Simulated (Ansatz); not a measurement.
Relaxation of ClF3H2OZr (8 atoms, charge 0, multiplicity 1), to a largest force component of 0.03 eV/Å in at most 50 steps.

Theory: RKS revPBE/def2-SVP (Ansatz).

```xyz
8
Properties=species:S:1:pos:R:3:forces:R:3
Zr -0.287 -0.418 -1.326 1.57 -0.75 1.61
Cl 1.626 -1.462 0.263 -1.55 0.83 -1.31
F -0.112 -1.215 -3.039 0.00 0.02 0.00
F -2.060 -0.799 -0.769 0.00 0.00 -0.01
F -0.066 1.452 -1.586 -0.01 -0.01 -0.01
H 0.574 0.077 2.119 0.11 -0.12 0.00
O -0.107 0.775 2.171 -0.11 0.03 -0.30
H 0.432 1.589 2.167 -0.01 0.00 0.01
```

Q: Where does it end, and by what steps?

A: It converged. After 11 steps the energy has fallen by 0.948 eV; H8 moved furthest, 0.77 Å. Joined: Zr1–O7 (3.70 → 2.44 Å).

```json
{"step": "0", "energy less start (eV)": "0.0000", "largest force component (eV/Å)": "1.615", "accepted": "yes"}
{"step": "1", "energy less start (eV)": "-0.4257", "largest force component (eV/Å)": "0.287", "accepted": "yes"}
{"step": "2", "energy less start (eV)": "-0.4814", "largest force component (eV/Å)": "1.418", "accepted": "yes"}
{"step": "3", "energy less start (eV)": "-0.6140", "largest force component (eV/Å)": "1.227", "accepted": "yes"}
{"step": "4", "energy less start (eV)": "-0.7866", "largest force component (eV/Å)": "0.632", "accepted": "yes"}
{"step": "5", "energy less start (eV)": "-0.9086", "largest force component (eV/Å)": "0.476", "accepted": "yes"}
{"step": "6", "energy less start (eV)": "-0.9246", "largest force component (eV/Å)": "0.865", "accepted": "yes"}
{"step": "7", "energy less start (eV)": "-0.9428", "largest force component (eV/Å)": "0.255", "accepted": "yes"}
{"step": "8", "energy less start (eV)": "-0.9387", "largest force component (eV/Å)": "0.342", "accepted": "no"}
{"step": "9", "energy less start (eV)": "-0.9468", "largest force component (eV/Å)": "0.060", "accepted": "yes"}
{"step": "10", "energy less start (eV)": "-0.9472", "largest force component (eV/Å)": "0.045", "accepted": "yes"}
{"step": "11", "energy less start (eV)": "-0.9482", "largest force component (eV/Å)": "0.020", "accepted": "yes"}
```

```xyz
8
Properties=species:S:1:pos:R:3
Zr -0.187 -0.329 -0.837
Cl 1.554 -1.694 0.136
F -0.061 -0.912 -2.657
F -1.990 -0.818 -0.410
F 0.098 1.562 -1.106
H 0.606 0.124 1.958
O -0.097 0.554 1.432
H 0.078 1.514 1.484
```

Whether the end is a true minimum wasn't checked by a vibrational analysis.

Time of the run: 28 s on 2 threads of AMD EPYC 7R43 64-Core Processor (Zen 3), with other jobs on the host, peak memory 0.18 GiB.
